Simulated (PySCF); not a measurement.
## Correlation energy of Ni⁺ (nickel, charge +1)

[Ar] 3d8 4p1, one real determinant (an excited configuration). Calculation: PySCF 2.14, in STO-3G (4s3p1d, 18 functions); the non-relativistic Hamiltonian (point nucleus). Frozen: [Ar]; 9 electrons correlated.

MP2 pair energies summed by pair of shells (mhartree):

```csv
pair,energy,share (%)
3d-3d,-0.91,83.2
3d-4p,-0.18,16.8
```

Total MP2 correlation energy: -1.09 mhartree.

Same-spin part -0.15 and opposite-spin part -0.94 mhartree; SCS-MP2 scales them by 1/3 and 6/5 to -1.18 mhartree.

The basis was made for the ground configuration and has no added diffuse functions, which can raise the energy of the promoted electron.

The reference is one real determinant that mixes LS terms of this configuration.
